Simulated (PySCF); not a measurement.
Species: C₇HN.
Atom-mapped SMILES: `[CH:1]#[C:2][C:3]#[C:4][C:5]#[C:6][C:7]#[N:8]` (hydrogens: H9 on C1)

Geometry (PBE0-D3(BJ)/def2-SVP, Å), atoms numbered from 1 in this order:
```
atom  x, y, z in Å
C1    -3.8281   -0.2710   -0.8982
C2    -2.6467   -0.1836   -0.6122
C3    -1.3278   -0.0862   -0.2923
C4    -0.1375    0.0020   -0.0041
C5     1.1746    0.0988    0.3144
C6     2.3627    0.1871    0.6021
C7     3.6880    0.2852    0.9238
N8     4.8170    0.3689    1.1976
H9    -4.8705   -0.3485   -1.1505
```

Level of theory: core-valence-separated Tamm–Dancoff BHandHLYP/aug-pcX-1 (pcseg-1 on H) in PySCF, non-relativistic, gas phase, PBE0-D3(BJ)/def2-SVP geometry. The energies are unshifted.

The lowest roots of each edge with f over 0.003 (five at most, numbered afresh; weaker and dark ones are left out), with transition dipoles (au) in the frame of the coordinates:

```tsv
root	edge	E (eV)	μx	μy	μz
1	C	282.88	-0.0206	-0.0064	0.0872
2	C	282.88	0.0078	-0.0894	-0.0047
3	C	283.20	-0.0154	0.0701	0.0422
4	C	283.20	0.0135	0.0445	-0.0691
5	C	283.23	0.0228	-0.0292	-0.0852
6	N	396.51	0.0093	-0.0742	-0.0157
7	N	396.51	0.0163	0.0174	-0.0726
8	N	401.82	-0.0059	-0.0028	0.0251
9	N	401.82	-0.0024	0.0257	0.0023
```

**Question.** What are the oscillator strengths?

**Answer.** f = (2/3) ΔE |μ|², with ΔE in hartree (27.2114 eV):

| root | ΔE (Eh) | \|μ\|² (au) | f | core hole on |
| --- | --- | --- | --- | --- |
| 1 | 10.3956 | 0.008069 | 0.056 | C1 |
| 2 | 10.3956 | 0.008075 | 0.056 | C1 |
| 3 | 10.4076 | 0.006932 | 0.048 | C6 |
| 4 | 10.4076 | 0.006937 | 0.048 | C6 |
| 5 | 10.4087 | 0.008632 | 0.060 | C3 |
| 6 | 14.5715 | 0.005839 | 0.057 | N8 |
| 7 | 14.5715 | 0.005839 | 0.057 | N8 |
| 8 | 14.7667 | 0.000673 | 0.007 | N8 |
| 9 | 14.7667 | 0.000672 | 0.007 | N8 |

**Question.** What is the unit vector of the molecular axis, and which share of each root's |μ|² lies along it?

**Answer.** (0.97, 0.07, 0.24), up to sign.

```json
{"root": "1", "core hole on": "C1", "share along it": "0.00", "final orbital": "π"}
{"root": "2", "core hole on": "C1", "share along it": "0.00", "final orbital": "π"}
{"root": "3", "core hole on": "C6", "share along it": "0.00", "final orbital": "π"}
{"root": "4", "core hole on": "C6", "share along it": "0.00", "final orbital": "π"}
{"root": "5", "core hole on": "C3", "share along it": "0.00", "final orbital": "π"}
{"root": "6", "core hole on": "N8", "share along it": "0.00", "final orbital": "π"}
{"root": "7", "core hole on": "N8", "share along it": "0.00", "final orbital": "π"}
{"root": "8", "core hole on": "N8", "share along it": "0.00", "final orbital": "π"}
{"root": "9", "core hole on": "N8", "share along it": "0.00", "final orbital": "π"}
```

The 1s orbitals are σ, so light polarised along the axis reaches σ orbitals and light across it π orbitals.

**Question.** Molecules are fixed in this frame and the field points along (1, 0, −1)/√2. What effective strengths 3 f cos²θ do the roots have (θ between field and μ)?

**Answer.** root 1 (C1): 0.121, root 2 (C1): 0.002, root 3 (C6): 0.035, root 4 (C6): 0.071, root 5 (C3): 0.121, root 6 (N8): 0.009, root 7 (N8): 0.115, root 8 (N8): 0.014, root 9 (N8): 0.000. Averaged over all orientations cos²θ is 1/3, which gives f back. For degenerate partners only the sum has meaning, as the program may mix them freely.

